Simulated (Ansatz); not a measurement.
`[SiH3]O[SiH](S)Cl` + HCl → `S[SiH](Cl)Cl` + `O[SiH3]`  (ligand exchange at the Si–O bond)

Isolated molecules relaxed with PBE0-D4/def2-TZVP in Ansatz; ΔE leaves out vibrations. CCSD(T)/CBS adds triple-zeta CCSD(T) − MP2 to the extrapolated MP2 energy (def2 sets, frozen cores). This one scheme is used for every species. DFT in def2-TZVPP. B3LYP here is the variant with VWN-RPA as its local correlation; programs differ in this. Each species was taken in one conformer, which may not be the lowest.

```tsv
level	ΔE (kJ/mol)	difference from CCSD(T)/CBS
PBE-D4	17.5	-11.3
r2SCAN-D4	24.6	-4.2
PBE0-D4	21.5	-7.3
B3LYP-D4	31.4	2.6
ωB97X-V	27.4	-1.4
ωB97M-V	26.3	-2.5
B2PLYP	27.6	-1.2
PBE	13.4	-15.4
r2SCAN	23.0	-5.8
PBE0	17.5	-11.3
B3LYP	25.2	-3.6
HF/def2-TZVPP	37.0	8.2
MP2/def2-TZVPP	28.0	-0.8
SCS-MP2/def2-TZVPP	31.3	2.5
CCSD/def2-TZVPP	34.2	5.4
CCSD(T)/def2-TZVPP	32.7	3.9
HF/def2-QZVPP	38.9	10.1
MP2/def2-QZVPP	26.4	-2.4
SCS-MP2/def2-QZVPP	29.7	0.9
HF/CBS(def2)	39.1	10.3
MP2/CBS(def2)	24.1	-4.7
CCSD/CBS(def2)	30.3	1.5
CCSD(T)/CBS	28.8	0
```

Largest T1 diagnostic among the species: 0.011.

From PBE to PBE0 (25 % exact exchange), in def2-TZVPP and without D4, ΔE moves by +4.1 kJ/mol. The D4 term adds +6.2 kJ/mol with B3LYP and +4.0 kJ/mol with PBE0; it sums over pairs of atoms, weighted by their polarisabilities, and B3LYP, whose exchange is more repulsive, gets the larger term.
